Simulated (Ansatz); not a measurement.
H₈SSi₃, SMILES `[SiH3][SiH2]S[SiH3]`. Charge 0, multiplicity 1.

```xyz
12

Si    0.390    2.031    0.620
Si    1.098    0.201   -0.653
S    -0.567   -0.655   -1.706
Si   -1.230   -1.938   -0.132
H    -0.669    1.604    1.573
H     1.526    2.612    1.388
H    -0.164    3.071   -0.287
H     1.721   -0.842    0.209
H     2.084    0.621   -1.683
H    -1.317   -1.191    1.149
H    -0.299   -3.081    0.045
H    -2.572   -2.431   -0.525
```

(1) List the harmonic frequencies (cm⁻¹, unscaled) at PBE0-D4/def2-TZVP in Ansatz. (Best estimate.)

(2) Is this a minimum?

(3) Give the ideal-gas thermochemistry at 298.15 K and 1 bar (rigid rotor, harmonic oscillator; point group C1, symmetry number 1).

Answers

(1) Ansatz gave: 48, 82, 101, 119, 135, 344, 407, 496, 511, 519, 563, 627, 637, 720, 774, 873, 916, 926, 932, 935, 940, 951, 2197, 2213, 2223, 2224, 2228, 2233, 2236, 2249.

(2) Yes, all 30 modes are real.

(3) Zero-point energy 181.6 kJ/mol; H(298) − E = 207.4 kJ/mol; entropy 392.1 J/(mol·K), of which translation 169.0, rotation 118.8, vibration 104.3; G(298) − E = 90.5 kJ/mol. Modes under 100 cm⁻¹ are hindered rotations or soft bends, so the harmonic entropy is rough.
